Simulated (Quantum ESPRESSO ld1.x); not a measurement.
Species: Lu III. Configuration: [Xe] 4f14 5f1 (not the ground configuration).

All-electron calculation, scalar-relativistic Kohn-Sham, revPBE, spin-unpolarised, spherical densities, point nucleus. Program: ld1.x of Quantum ESPRESSO 7.5.

Energy parts (hartree):
| part | energy |
|---|---|
| total | -14562.490 |
| kinetic | 15914.815 |
| electron-nucleus | -35834.963 |
| Hartree | 5657.591 |
| exchange-correlation | -299.934 |

Orbitals (lengths in bohr, moments of r in powers of bohr; <r^-3> diverges for s and p1/2):
| orbital | occ. | eigenvalue (hartree) | <r^-3> | <r^4> |
|---|---|---|---|---|
| 1s | 2 | -2325.11 | - | 7.065e-07 |
| 2s | 2 | -396.439 | - | 0.0001080 |
| 2p | 6 | -348.803 | 16860 | 0.00008345 |
| 3s | 2 | -90.4441 | - | 0.004020 |
| 3p | 6 | -76.1523 | 3699 | 0.004284 |
| 3d | 10 | -59.0153 | 483.5 | 0.003332 |
| 4s | 2 | -18.6312 | - | 0.09679 |
| 4p | 6 | -13.9438 | 842.6 | 0.1291 |
| 4d | 10 | -7.83395 | 93.00 | 0.1981 |
| 4f | 14 | -1.13339 | 13.93 | 1.276 |
| 5s | 2 | -3.02683 | - | 3.460 |
| 5p | 6 | -1.93405 | 109.1 | 6.976 |
| 5f | 1 | -0.22982 | 0.08440 | 2063 |

The highest occupied level is 5f at -6.254 eV. Summed over all electrons, <r^2> = 69.27 bohr^2, which gives a Langevin (diamagnetic) susceptibility term of -54.9 x 10^-6 cm^3/mol.
